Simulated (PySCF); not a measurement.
Be(OH)(GeH3) (BeGeH4O), SMILES [OH][Be][GeH3]. Atoms are numbered in the order given.

```xyz
7

Be     1.0851    -0.0664    -0.8169
O      2.1949    -0.2057    -1.6629
H      2.8643     0.3454    -2.0562
Ge    -0.6665     0.0421     0.5012
H     -1.0304    -1.3205     1.1307
H     -0.4649     1.0131     1.6858
H     -1.9403     0.5259    -0.2262
```

Coordinates come from a B3LYP-D3(BJ)/def2-TZVP optimisation. Other conformers were not sampled.

Level of theory: TDA-B3LYP/def2-SVPD in PySCF 2.14.0.

Vertical excitations. 

```json
[
 {"state": "S1", "energy (eV)": "6.38", "λ (nm)": "194", "f": "0.128", "main pairs": "HOMO→LUMO 93 %"},
 {"state": "S2", "energy (eV)": "6.48", "λ (nm)": "191", "f": "0.159", "main pairs": "HOMO→LUMO+1 95 %"},
 {"state": "S3", "energy (eV)": "6.55", "λ (nm)": "189", "f": "0.087", "main pairs": "HOMO→LUMO+2 92 %"},
 {"state": "S4", "energy (eV)": "7.24", "λ (nm)": "171", "f": "0.001", "main pairs": "HOMO−1→LUMO 77 %, HOMO−2→LUMO+2 15 %"},
 {"state": "S5", "energy (eV)": "7.26", "λ (nm)": "171", "f": "0.009", "main pairs": "HOMO→LUMO+3 97 %"},
 {"state": "S6", "energy (eV)": "7.45", "λ (nm)": "166", "f": "0.003", "main pairs": "HOMO−1→LUMO+1 28 %, HOMO−2→LUMO+2 27 %, HOMO−2→LUMO 20 %, HOMO−1→LUMO+2 9 %"},
 {"state": "S7", "energy (eV)": "7.49", "λ (nm)": "165", "f": "0.001", "main pairs": "HOMO−2→LUMO+1 38 %, HOMO−2→LUMO+2 29 %, HOMO−1→LUMO+2 14 %"},
 {"state": "S8", "energy (eV)": "7.59", "λ (nm)": "163", "f": "0.008", "main pairs": "HOMO−3→LUMO 72 %, HOMO−2→LUMO+1 14 %"},
 {"state": "S9", "energy (eV)": "7.64", "λ (nm)": "162", "f": "0.036", "main pairs": "HOMO−2→LUMO 35 %, HOMO−1→LUMO+1 34 %, HOMO−3→LUMO+1 12 %"},
 {"state": "S10", "energy (eV)": "7.72", "λ (nm)": "161", "f": "0.049", "main pairs": "HOMO−2→LUMO+1 28 %, HOMO−2→LUMO+2 23 %, HOMO−1→LUMO+1 16 %, HOMO−3→LUMO 12 %"},
 {"state": "T1", "energy (eV)": "5.19", "λ (nm)": "239", "f": "0", "main pairs": "HOMO→LUMO 82 %, HOMO→LUMO+1 15 %"},
 {"state": "T2", "energy (eV)": "5.37", "λ (nm)": "231", "f": "0", "main pairs": "HOMO→LUMO+2 96 %"},
 {"state": "T3", "energy (eV)": "5.99", "λ (nm)": "207", "f": "0", "main pairs": "HOMO→LUMO+1 77 %, HOMO→LUMO 14 %"},
 {"state": "T4", "energy (eV)": "6.75", "λ (nm)": "184", "f": "0", "main pairs": "HOMO−2→LUMO 60 %, HOMO−1→LUMO+2 22 %"}
]
```
Triplets are in the Tamm–Dancoff approximation.
